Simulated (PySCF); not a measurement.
Species: ScBr (singlet state).
Atom-mapped SMILES: `[Sc:1][Br:2]`

Computed with PySCF at PBE0/def2-SVPD, non-relativistic, on one gas-phase PBE0-D3(BJ)/def2-SVP geometry that isn't relaxed in the solvent. The solvent is an IEF-PCM continuum (van der Waals radii × 1.2), and excitations are vertical TDDFT with non-equilibrium linear response and a frozen core. The model holds no explicit solvent molecules, cavitation or dispersion. Spin–orbit coupling is left out although an atom past zinc is present.

Gas-phase singlets (H = HOMO, L = LUMO):

| state | E (eV) | λ (nm) | f | leading configurations |
| --- | --- | --- | --- | --- |
| S1 | 0.244 | 5083 | 0.000 | H→L 100% |
| S2 | 0.244 | 5081 | 0.000 | H→L+1 100% |
| S3 | 0.574 | 2159 | 0.002 | H→L+3 90% |
| S4 | 0.574 | 2159 | 0.002 | H→L+4 90% |
| S5 | 1.629 | 761 | 0.089 | H→L+2 98% |

Problem. Give the list for water (ε = 78.36), n² = 1.78.

Solution. 
```tsv
state	E (eV)	λ (nm)	f	leading configurations	change by rank (eV)
S1	0.236	5242	0.000	H→L 100%	-0.008
S2	0.237	5240	0.000	H→L+1 100%	-0.007
S3	0.596	2082	0.002	H→L+2 98%	+0.022
S4	0.596	2082	0.002	H→L+3 98%	+0.022
S5	1.988	624	0.101	H→L+4 95%	+0.359
```

Problem. The ground-state energy changes by -0.331 eV from gas to water. By how much does the total energy of gas-phase S5 change?

Solution. E(S5) = E(S0) + excitation energy, so it changes by -0.331 + 0.359 = +0.028 eV: it isn't lowered at all, while the ground state is. This is the vertical state, with the slow part of the continuum still set for S0.

Problem. How do the frontier levels move from gas to water?

Solution. 
| orbital | gas (eV) | solvent (eV) | change (eV) |
| --- | --- | --- | --- |
| LUMO+2 | -2.23 | -1.23 | +1.00 |
| LUMO+1 | -2.52 | -1.71 | +0.81 |
| LUMO | -2.52 | -1.71 | +0.81 |
| HOMO | -4.96 | -4.23 | +0.73 |
| HOMO-1 | -8.63 | -8.57 | +0.06 |
| HOMO-2 | -8.63 | -8.57 | +0.06 |
| HOMO-3 | -9.52 | -9.33 | +0.19 |

The HOMO–LUMO gap goes from 2.44 to 2.52 eV.

Cost: about 4 s of CPU time on one thread; the machine was shared, so the figure is rough. This is the whole response run at PBE0/def2-SVPD in water, SCF included.
